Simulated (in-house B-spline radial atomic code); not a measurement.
RPA and G0W0 on r2SCAN: Te6+

Configuration [Kr] 4d10, mean-field start r2SCAN. Computed with an all-electron radial atomic-structure program (B-spline basis): all electrons, non-relativistic, point nucleus, each spin shell either full or empty, empty states to l = 9 with an (l + 1/2)⁻⁴ tail; G0W0 by contour deformation at full frequency.

Without relativity these are model numbers: it shifts the levels of so heavy an element strongly and can reorder them.

Command:
```bash
python run_gw.py task.json out
```
Settings (radii: box in bohr, nucleus in fm):
```
Z                        52
electrons                46
configuration            [Kr] 4d10
hamiltonian              nr
method                   r2scan
lmax                     9
spin_polarised           False
box_radius               9.29
intervals                51
```

Time taken, with all properties: 3 s on 1 thread of Arm Neoverse N1 (shared host).

Energies (hartree):

```tsv
term	value
mean-field total	-6606.40542
Hartree-Fock functional on these orbitals	-6604.06805
direct second order	-3.9812
second-order exchange	1.0955
SOSEX correction	1.0318
```

**Question.** What is the RPA correlation energy, and what remains with SOSEX?

**Answer.** RPA gives -3.5626 hartree (-2.11 eV per electron); RPA + SOSEX gives -2.5308, and the second-order doubles -2.8857 hartree (no singles). RPA lacks exchange-type terms and so overcorrelates at short range.

Quasi-particle levels (eV):

| level | occupied | mean field | Σx - vxc | Σc | QP weight | G0W0 |
| --- | --- | --- | --- | --- | --- | --- |
| 4d | yes | -115.59 | -10.69 | ? | ? | ? |
| 5s | no | -72.83 | 6.61 | -2.07 | 0.983 | -68.29 |

G0W0 = mean field + (Σx - vxc) + Σc, with Σc (partial-wave tail included) taken at the quasi-particle energy. Only the outer levels were computed. Levels of low weight are left out.

**Question.** Where does G0W0 put 4d?

**Answer.** At -126.10 eV, with Σc = 0.18 eV and a quasi-particle weight of 0.963. The tabulated removal energy is 124.2 ± 0.06 eV (NIST, measured); the calculation leaves out relativity, Breit and QED terms, and what these don't explain is the method's own error.
